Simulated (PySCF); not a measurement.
Electronic structure of Te⁺ (tellurium, charge +1) at the UHF level

Configuration: [Kr] 4d10 5s2 5p3, high-spin 4S determinant. Calculation: PySCF 2.14, in dyall-av2z; no relativity, point nucleus.

```
Total energy                                     : -6611.493867 hartree
One-electron energy                              : -9079.7093 hartree
Hartree (Coulomb) energy                         : 2636.8804 hartree
Exchange energy                                  : -168.6650 hartree
Kinetic energy                                   : 6611.54133 hartree
⟨S²⟩                                             : 3.7515
⟨L²⟩                                             : 0.000
Sum of ⟨r⟩                                       : 34.59 bohr
Sum of ⟨r²⟩                                      : 51.21 bohr²
Density at the nucleus (Gaussians lack the cusp) : 98700 bohr⁻³
Spin density at the nucleus                      : -0.319 bohr⁻³
Langevin diamagnetic susceptibility              : -40.6 ×10⁻⁶ cm³/mol
```

| shell | electrons | mean orbital energy (eV) | rms radius, mean of both spins (bohr) |
| --- | --- | --- | --- |
| 1s α | 1 | -30782.8 | 0.0338 |
| 1s β | 1 | -30782.6 | 0.0338 |
| 2s α | 1 | -4709.8 | 0.136 |
| 2s β | 1 | -4709.8 | 0.136 |
| 2p α | 3 | -4410.0 | 0.118 |
| 2p β | 3 | -4409.8 | 0.118 |
| 3s α | 1 | -981.91 | 0.357 |
| 3s β | 1 | -981.71 | 0.357 |
| 3p α | 3 | -854.84 | 0.350 |
| 3p β | 3 | -854.55 | 0.350 |
| 3d α | 5 | -621.51 | 0.322 |
| 3d β | 5 | -621.40 | 0.322 |
| 4s α | 1 | -189.98 | 0.843 |
| 4s β | 1 | -189.46 | 0.843 |
| 4p α | 3 | -143.89 | 0.890 |
| 4p β | 3 | -143.27 | 0.890 |
| 4d α | 5 | -64.499 | 1.04 |
| 4d β | 5 | -64.069 | 1.04 |
| 5s α | 1 | -30.372 | 2.30 |
| 5s β | 1 | -23.223 | 2.30 |
| 5p α | 3 | -18.779 | 2.68 |

A non-relativistic calculation at this Z misses sizeable relativistic shifts.

Spin-orbit constants ζ (cm⁻¹) from the X2C one-electron operator on these orbitals (non-relativistic here): bare nucleus, nucleus screened by l(l+1)(2l+1)/3 electrons, and screened by the Breit-Pauli mean field of the electrons.

```
shell     bare  screened nucleus  mean field
   2p  1249000           1201000     1177000
   3p   229900            221100      215700
   3d    41060             33170       31970
   4p    41490             39890       38830
   4d     5493              4437        4195
   5p     3753              3609        3502
```
